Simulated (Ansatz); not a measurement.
C$_{2}$H$_{7}$BOSi (`CC1([SiH3])BO1`), charge 0, multiplicity 1.

Give a relaxed structure at PBE0-D4/def2-TZVP (Ansatz 0.2.0). (Estimate.)

The calculation gave: 
Z-matrix (Å, degrees):
```
C
C 1 1.505
H 1 1.093 2 112.0
H 1 1.094 2 111.7 3 -121.5
H 1 1.094 2 109.4 3 119.4
Si 2 1.873 1 117.9 3 179.7
B 2 1.519 1 120.8 3 -10.6
O 2 1.539 1 113.1 3 47.0
H 6 1.488 2 111.0 1 -60.2
H 6 1.488 2 108.6 1 59.2
H 6 1.486 2 109.6 1 178.8
H 7 1.185 2 157.4 1 -80.1
```
This is one stationary point; other conformers may exist.
